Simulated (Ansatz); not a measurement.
Energy differences in PtO

Program: Ansatz, Gaussian basis, development build. Basis cc-pwCVTZ-PP on Pt, cc-pVTZ on O, scalar-relativistic core potentials (60 electrons on Pt), no spin–orbit coupling, 1 orbital frozen in the corrections; active space CAS(16,10), shells under the valence barred from it. Restricted Hartree–Fock, then the lowest state-specific CASSCF solution met for each case. Coupled cluster stands on the determinant that it favours, not always the lowest RHF. On stretched bonds single-reference methods can fail or change state. Unlike active orbitals can shift such differences by tenths of an eV, at times by over 1 eV.

Case A, singlet: bond length 1.7270 Å.

Case B, triplet: the shape of A.

Case C, triplet: bond length 1.9860 Å.

Energy less that of case A, in eV:

```json
{"case": "B", "RHF/ROHF": "-1.668", "CASSCF": "-0.529", "CCSD(T)": "-0.884"}
{"case": "C", "RHF/ROHF": "-1.958", "CASSCF": "-0.045", "CCSD(T)": "+0.103"}
```

Task: What does SC-NEVPT2 give for these differences?

Result: B: -0.850 eV (-19.6 kcal/mol); C: +0.074 eV (1.7 kcal/mol).

Task: Which case is lowest, and do the methods agree?

Result: B is lowest in SC-NEVPT2. RHF/ROHF puts C lowest.
